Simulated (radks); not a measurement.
Values are calculated unless marked as measured or tabulated.
The hafnium ion Hf2+ inside a hard spherical wall (all orbitals vanish at R), configuration held at [Xe] 4f14 5d2 and not refilled when levels cross. Level of theory: scalar-relativistic Kohn-Sham, PBEsol, spin-polarised, spherical densities, finite nucleus; open shells are filled with parallel spins first (spin-orbit coupling, left out, can overturn this in heavy ions); Fermi nuclear charge, rms radius 5.347 fm (a radial shooting solver on a logarithmic mesh with Libxc functionals). Eigenvalues in eV for spin up, with the zero of energy where the potential of the charges vanishes at infinity; a dash marks a level that is unbound or too diffuse for the functional's potential to be trusted. A positive occupied level is held by the wall or, in an anion where self-interaction has pushed it up, behind a barrier. The pressure on the wall is -dE/dV.

[
 {"R (bohr)": "free", "E (hartree)": "-15070.8228", "kinetic (hartree)": "16505.980", "e(5s)": "-82.366", "e(5p)": "-51.087", "e(4f)": "-31.949", "e(6s, empty)": "-17.959", "e(5d)": "-17.354", "e(6p, empty)": "-12.235", "pressure (GPa)": "0"},
 {"R (bohr)": "12", "E (hartree)": "-15070.8228", "kinetic (hartree)": "16505.980", "e(5s)": "-82.366", "e(5p)": "-51.087", "e(4f)": "-31.949", "e(6s, empty)": "-17.959", "e(5d)": "-17.354", "e(6p, empty)": "-12.234", "pressure (GPa)": "< 0.0001"},
 {"R (bohr)": "10", "E (hartree)": "-15070.8228", "kinetic (hartree)": "16505.980", "e(5s)": "-82.366", "e(5p)": "-51.087", "e(4f)": "-31.949", "e(6s, empty)": "-17.959", "e(5d)": "-17.354", "e(6p, empty)": "-12.229", "pressure (GPa)": "0.000109"},
 {"R (bohr)": "6", "E (hartree)": "-15070.8193", "kinetic (hartree)": "16506.011", "e(5s)": "-82.201", "e(5p)": "-50.933", "e(4f)": "-31.779", "e(6s, empty)": "-17.630", "e(5d)": "-17.190", "e(6p, empty)": "-11.175", "pressure (GPa)": "0.384"},
 {"R (bohr)": "5", "E (hartree)": "-15070.8045", "kinetic (hartree)": "16506.105", "e(5s)": "-81.785", "e(5p)": "-50.547", "e(4f)": "-31.342", "e(6s, empty)": "-16.549", "e(5d)": "-16.706", "e(6p, empty)": "-8.906", "pressure (GPa)": "2.79"},
 {"R (bohr)": "3.5", "E (hartree)": "-15070.5924", "kinetic (hartree)": "16507.222", "e(5s)": "-79.121", "e(5p)": "-48.029", "e(4f)": "-28.359", "e(6s, empty)": "-6.250", "e(5d)": "-12.560", "e(6p, empty)": "7.222", "pressure (GPa)": "81.7"},
 {"R (bohr)": "2", "E (hartree)": "-15063.6563", "kinetic (hartree)": "16539.292", "e(5s)": "-50.321", "e(5p)": "-14.376", "e(4f)": "4.259", "e(6s, empty)": "119.12", "e(5d)": "37.679", "e(6p, empty)": "157.31", "pressure (GPa)": "11700"}
]
